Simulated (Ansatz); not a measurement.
Cartesian coordinates in Å:
```
Cl 1.4820 -1.5430 -0.7396
Sn 0.0874 0.1528 -0.0353
Br -2.0253 -0.0726 -1.2570
Br -0.3540 -0.1964 2.3502
H 0.8100 1.6592 -0.3183
```

Charge 0, multiplicity 1. Sn: def2 effective core potential.

**Question.** List the PBE0/def2-TZVPP orbital energies in eV (Ansatz). (Estimate.)

**Answer.** Ansatz gave: Occupied: -13150.56, -13150.56, -2767.71, -1705.45, -1705.45, -1536.01, -1536.01, -1535.94, -1535.94, -1535.94, -1535.94, -259.54, -239.27, -239.27, -197.83, -197.68, -197.67, -179.65, -179.65, -179.43, -179.43, -179.43, -179.43, -142.09, -96.75, -96.74, -96.65, -73.14, -73.14, -73.08, -73.08, -73.07, -73.07, -72.90, -72.90, -72.90, -72.90, -30.57, -30.54, -30.45, -30.37, -30.37, -23.09, -21.97, -21.64, -14.96, -11.20, -10.99, -10.83, -9.54, -9.50, -9.10, -8.94, -8.93, -8.79. Lowest empty: -2.50, -0.67, -0.66, 0.90, 2.23, 2.39, 2.55, 3.12.
